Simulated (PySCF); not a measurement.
**Computed properties of Zn(F)(SeH) (FHSeZn), SMILES [F][Zn][SeH]**

Zn(F)(SeH) (FHSeZn), SMILES [Zn]([F])[SeH]. Geometry optimised at B3LYP-D3(BJ)/def2-TZVP. One conformer was computed; it need not be the lowest. All values are computed for the isolated molecule unless a solvent is named; none is compared with measurement here.

**Structure.** The optimised structure has Cs symmetry. All 6 harmonic modes at B3LYP-D3(BJ)/def2-TZVP (PySCF) are real, so it is a minimum. With heavy atoms numbered as in [Zn:1]([F:2])[SeH:3], the shortest bond between them is Zn1–F2 at 1.761 Å and the longest Zn1–Se3 at 2.281 Å.

**Vibrations.** The strongest infrared lines (harmonic, unscaled, degenerate partners summed) lie at 659 cm⁻¹ (95 km/mol, F 72 %, Zn 27 %), 114 cm⁻¹ (18 km/mol, F 49 %, Zn 43 %), 120 cm⁻¹ (16 km/mol, F 49 %, Zn 44 %). The softest mode is at 114 cm⁻¹ and the zero-point energy is 5.9 kcal/mol.

**Electronic structure.** PBE0/def2-TZVPD (PySCF) places the frontier levels at -7.49 and -1.63 eV, a gap of 5.86 eV, and gives a dipole moment of 1.83 D and a mean polarisability of 52.7 bohr³.

**Excitations.** TDDFT-PBE0/def2-SVPD (PySCF) has S1 at 4.50 eV (275 nm, f = 0.031, weak); the most intense of the 10 singlets computed lies at 6.98 eV (f = 0.31). T1 (TDA) is at 4.13 eV. No vertical singlet excitation falls in the visible range (under 3.1 eV).

**NMR.** GIAO shifts at PBE0/pcSseg-2 (PySCF) (non-relativistic, atoms alike by connectivity averaged): ¹H at 0.0 ppm against TMS; ¹⁹F at -205.0 ppm against CFCl3.
